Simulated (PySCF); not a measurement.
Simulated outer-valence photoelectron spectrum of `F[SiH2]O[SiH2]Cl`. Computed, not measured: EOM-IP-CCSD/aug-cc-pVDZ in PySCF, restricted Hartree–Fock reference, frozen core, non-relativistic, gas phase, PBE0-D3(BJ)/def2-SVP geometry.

Each root has a Gaussian of 0.8 eV full width with its one-hole share as area; cross sections and vibrations are left out, and the highest printed point is 100.

```tsv
ionisation energy (eV)	intensity
10.4	0
10.5	0
10.6	1
10.7	2
10.8	4
10.9	7
11.0	13
11.1	20
11.2	30
11.3	41
11.4	52
11.5	63
11.6	73
11.7	80
11.8	85
11.9	89
12.0	91
12.1	92
12.2	91
12.3	89
12.4	83
12.5	76
12.6	66
12.7	57
12.8	50
12.9	45
13.0	42
13.1	42
13.2	42
13.3	40
13.4	37
13.5	33
13.6	28
13.7	25
13.8	25
13.9	30
14.0	38
14.1	51
14.2	66
14.3	81
14.4	93
14.5	100
14.6	100
14.7	94
14.8	82
14.9	67
15.0	51
15.1	36
15.2	23
15.3	14
15.4	8
15.5	4
15.6	2
15.7	1
15.8	0
15.9	0
```

Problem. Where are the maxima, and how many lines lie under the curve?

Solution. 2 maxima, at 12.1 and 14.6 eV, from 8 lines. At this width some lines have no maximum of their own.

Problem. List the lines with their holes.

Solution. 
| E (eV) | leading hole (HF orbital) | area | Koopmans (eV) |
| --- | --- | --- | --- |
| 11.53 | HOMO | 0.95 | 12.33 |
| 11.86 | HOMO-1 | 0.95 | 12.87 |
| 12.25 | HOMO-2 | 0.95 | 13.10 |
| 12.49 | HOMO-3 | 0.95 | 13.83 |
| 13.28 | HOMO-4 | 0.95 | 14.21 |
| 14.36 | HOMO-5 | 0.94 | 15.56 |
| 14.57 | HOMO-6 | 0.94 | 16.21 |
| 14.74 | HOMO-7 | 0.94 | 16.49 |

The widest gap, 1.08 eV, lies between 13.28 and 14.36 eV. Only orbitals with −ε under 21 eV, eight at most, were ionised, so the high end of the curve may lack lines.

The values belong to the conformer `[F:1][SiH2:2][O:3][SiH2:4][Cl:5]`: F1–Si2–O3–Si4 69°, Si2–O3–Si4–Cl5 55°.
